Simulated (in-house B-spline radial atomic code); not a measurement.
Configurations of Cr IV (Cr3+), with energies counted from [Ar] 3d3. Level of theory: scalar-relativistic (X2C) B97-1, spin-polarised, spherical fractional occupations, exact exchange averaged over the configuration, Fermi nucleus of rms radius 3.6452 fm; calculated with an all-electron radial atomic-structure program (B-spline basis). Shells without spins written out take the highest spin.

Occupations are held fixed; configurations that lie above the ionisation limit could autoionise.

| configuration | E - E(ref) (eV) | highest orbital | its <r> (bohr) |
| --- | --- | --- | --- |
| [Ar] 3d2 4f1 | 35.277 | 4f up | 4.322 |
| [Ne] 3s2 3p5 3d3 4p1 | 61.464 | 4p up | 2.616 |
| [Ne] 3s2 3p5 3d3 4f1 | 77.032 | 4f up | 4.303 |

Task: Order these further configurations by energy, lowest first.
A. [Ar] 3d2 4p1
B. [Ar] 3d2 4s1
C. [Ne] 3s2 3p5 3d3 4s1
D. [Ne] 3s2 3p5 3d4

Result: B (13.205 eV), A (19.937 eV), D (40.211 eV), C (54.646 eV).
